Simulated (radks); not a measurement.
Values are calculated unless marked as measured or tabulated.
Excited configurations of neutral hydrogen: one electron is placed in a higher orbital outside the bare nucleus. The ground configuration is 1s1. Level of theory: non-relativistic Kohn-Sham, SCAN, spin-unpolarised, spherical densities, point nucleus; meta-GGA in the generalised Kohn-Sham scheme; without spin polarisation the odd electron is poorly described (a radial shooting solver on a logarithmic mesh with Libxc functionals). Excitation = E - E(ground); binding = E(ion) - E, where the ion is the core of charge +1; n* = 1/sqrt(2 binding) in atomic units, and the quantum defect is n - n*.

outer orbital	excitation (eV)	binding (eV)	quantum defect	eigenvalue (eV)	<r> (bohr)
3p	10.835	1.488	-0.024	-0.866	12.75
4p	11.444	0.879	0.066	-0.557	23.02
4d	11.461	0.862	0.026	-0.483	21.42
4f	11.482	0.841	-0.023	-0.389	18.67
5f	11.753	0.570	0.116	-0.323	31.86
6p	11.914	0.409	0.233	-0.273	52.61

The Delta-SCF ionisation energy is 12.323 eV (NIST Atomic Spectra Database: 13.598 eV, theoretical). Self-interaction in the functional shifts the binding energies and quantum defects, so they are the method's values and not measured ones. Spin polarisation and multiplet splitting are left out, so open shells lie too high by an amount that depends on their filling.
